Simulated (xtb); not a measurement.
silicon monoxide (OSi), singlet, from a rough starting geometry; GFN2-xTB (xtb).

The xtb input:
```
$ xtb mol.xyz --gfn 2 --opt vtight --json

# file mol.xyz
2

Si    -0.03261986    -0.00977998     0.79764867
O      0.05646961    -0.01837352    -0.83228497
```

Predict the main parts of the log of this xtb run.


```
   ID    Z sym.   atoms
    1   14 Si     1
    2    8 O      2

           -------------------------------------------------
          |                Calculation Setup                |
           -------------------------------------------------

           -------------------------------------------------
          |                 G F N 2 - x T B                 |
           -------------------------------------------------

          ...................................................
          :                      SETUP                      :
          :.................................................:
          :  # basis functions                  14          :
          :  # atomic orbitals                  13          :
          :  # shells                            5          :
          :  # electrons                        10          :
          :  max. iterations                   250          :
          :  Hamiltonian                  GFN2-xTB          :
          :  restarted?                      false          :
          :  GBSA solvation                  false          :
          :  PC potential                    false          :
          :  electronic temp.          300.0000000     K    :
          :  accuracy                    1.0000000          :
          :  -> integral cutoff          0.2500000E+02      :
          :  -> integral neglect         0.1000000E-07      :
          :  -> SCF convergence          0.1000000E-05 Eh   :
          :  -> wf. convergence          0.1000000E-03 e    :
          :  Broyden damping             0.4000000          :
          :  net charge                          0          :
          :  unpaired electrons                  0          :
          ...................................................

 iter      E             dE          RMSdq      gap      omega  full diag
   1     -5.7675650 -0.576756E+01  0.254E+01    4.05       0.0  T
   2     -5.8030623 -0.354973E-01  0.202E+01    3.43       1.0  T
   3     -5.7848488  0.182135E-01  0.531E+00    4.04       1.0  T
   4     -5.8017491 -0.169002E-01  0.348E+00    3.60       1.0  T
   5     -5.7876311  0.141180E-01  0.378E+00    4.16       1.0  T
   6     -5.8079651 -0.203340E-01  0.116E+00    3.92       1.0  T
   7     -5.8080366 -0.715303E-04  0.114E+00    3.92       1.0  T
   8     -5.8104747 -0.243806E-02  0.124E-01    3.81       1.0  T
   9     -5.8104889 -0.141871E-04  0.442E-02    3.81       1.6  T
  10     -5.8104899 -0.100847E-05  0.426E-03    3.81      16.6  T
  11     -5.8104899 -0.107559E-07  0.288E-03    3.81      24.5  T
  12     -5.8104899 -0.166389E-07  0.563E-04    3.81     125.5  T
  13     -5.8104899 -0.460872E-09  0.121E-04    3.81     584.1  T

   *** convergence criteria satisfied after 13 iterations ***

         :::::::::::::::::::::::::::::::::::::::::::::::::::::
         ::                     SUMMARY                     ::
         :::::::::::::::::::::::::::::::::::::::::::::::::::::
         :: total energy              -5.797843487589 Eh    ::
         :: gradient norm              0.155075719544 Eh/a0 ::
         :: HOMO-LUMO gap              3.813681934835 eV    ::
         ::.................................................::
         :: SCC energy                -5.810489934038 Eh    ::
         :: -> isotropic ES            0.033036601678 Eh    ::
         :: -> anisotropic ES          0.011011565058 Eh    ::
         :: -> anisotropic XC         -0.017011925716 Eh    ::
         :: -> dispersion             -0.000521864164 Eh    ::
         :: repulsion energy           0.012646446450 Eh    ::
         :: add. restraining           0.000000000000 Eh    ::
         :: total charge               0.000000000000 e     ::
         :::::::::::::::::::::::::::::::::::::::::::::::::::::

      -----------------------------------------------------------
     |                   =====================                   |
[...]
 * total energy  :    -5.7978435 Eh     change       -0.1039258E-10 Eh
 * total energy  :    -5.8105718 Eh     change       -0.1272831E-01 Eh
 * total energy  :    -5.8118181 Eh     change       -0.1246329E-02 Eh
 * total energy  :    -5.8127095 Eh     change       -0.8913342E-03 Eh
 * total energy  :    -5.8127324 Eh     change       -0.2294183E-04 Eh
 * total energy  :    -5.8127326 Eh     change       -0.1523254E-06 Eh
 * total energy  :    -5.8127326 Eh     change       -0.5782454E-07 Eh
   *** GEOMETRY OPTIMIZATION CONVERGED AFTER 7 ITERATIONS ***
         :: total energy              -5.812732614798 Eh    ::
[...]
         :: gradient norm              0.000000008893 Eh/a0 ::
         :: HOMO-LUMO gap              4.072021529862 eV    ::
         ::.................................................::
         :: SCC energy                -5.848804071211 Eh    ::
         :: -> isotropic ES            0.027301390364 Eh    ::
         :: -> anisotropic ES          0.009302992417 Eh    ::
         :: -> anisotropic XC         -0.017013419965 Eh    ::
         :: -> dispersion             -0.000516280418 Eh    ::
         :: repulsion energy           0.036071456413 Eh    ::
         :: add. restraining           0.000000000000 Eh    ::
         :: total charge              -0.000000000000 e     ::
         :::::::::::::::::::::::::::::::::::::::::::::::::::::

           -------------------------------------------------
          |                Property Printout                |
           -------------------------------------------------

    * Orbital Energies and Occupations

         #    Occupation            Energy/Eh            Energy/eV
      -------------------------------------------------------------
         1        2.0000           -0.6918243             -18.8255
         2        2.0000           -0.5233640             -14.2415
         3        2.0000           -0.4376843             -11.9100
         4        2.0000           -0.4376843             -11.9100
         5        2.0000           -0.3800926             -10.3428 (HOMO)
         6                         -0.2304485              -6.2708 (LUMO)
         7                         -0.2304485              -6.2708
         8                         -0.0924034              -2.5144
         9                         -0.0300129              -0.8167
        10                         -0.0300129              -0.8167
        11                          0.0860349               2.3411
        12                          0.0860349               2.3411
        13                          0.9534376              25.9444
      -------------------------------------------------------------
                  HL-Gap            0.1496440 Eh            4.0720 eV
             Fermi-level           -0.3052705 Eh           -8.3068 eV

     #   Z          covCN         q      C6AA      α(0)
     1  14 Si       0.771     0.402   224.422    32.556
     2   8 O        0.771    -0.402    21.758     6.252

 Mol. C6AA /au·bohr⁶  :        371.141566
 Mol. C8AA /au·bohr⁸  :      21238.869942
 Mol. α(0) /au        :         38.808070

Wiberg/Mayer (AO) data.
largest (>0.10) Wiberg bond orders for each atom

 ---------------------------------------------------------------------------
     #   Z sym  total        # sym  WBO       # sym  WBO       # sym  WBO
 ---------------------------------------------------------------------------
     1  14 Si   2.337 --     2 O    2.337
     2   8 O    2.337 --     1 Si   2.337
 ---------------------------------------------------------------------------

Topologies differ in total number of bonds
Writing topology from bond orders to xtbtopo.mol

molecular dipole:
                 x           y           z       tot (Debye)
 q only:       -0.063       0.006       1.144
   full:       -0.065       0.006       1.198       3.049
molecular quadrupole (traceless):
                xx          xy          yy          xz          yz          zz
 q only:        0.035       0.003       0.039       0.042      -0.046      -0.073
  q+dip:       -0.101       0.003      -0.098       0.021      -0.046       0.199
   full:        1.836       0.004       1.856       0.341      -0.077      -3.693

optimized geometry written to: xtbopt.xyz

           -------------------------------------------------
          | TOTAL ENERGY               -5.812732614798 Eh   |
          | GRADIENT NORM               0.000000008893 Eh/α |
          | HOMO-LUMO GAP               4.072021529862 eV   |
           -------------------------------------------------

normal termination of xtb
```
